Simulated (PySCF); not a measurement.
## Radial density of Sn²⁺ (tin, charge +2)

UHF, [Kr] 4d10 5s2, closed-shell 1S. All numbers are calculated (PySCF 2.14, scalar relativity through the core potential, in def2-SVP with the def2 core potential (28 electrons)). This is the valence pseudo-density: the core potential removes the inner electrons and smooths the orbitals near the nucleus.

```
r (bohr)  4πr²ρ (e/bohr)
 0.00826       2.301e-05
  0.0139       6.148e-05
  0.0234       0.0001493
  0.0393       0.0002964
  0.0661       0.0006086
   0.111        0.004118
   0.187         0.05413
   0.315          0.9665
   0.529           11.58
   0.890           21.88
    1.50           6.244
    2.52           1.157
    4.23         0.07273
    7.12       0.0003160
```

Energies and moments cover only the electrons outside the core potential.
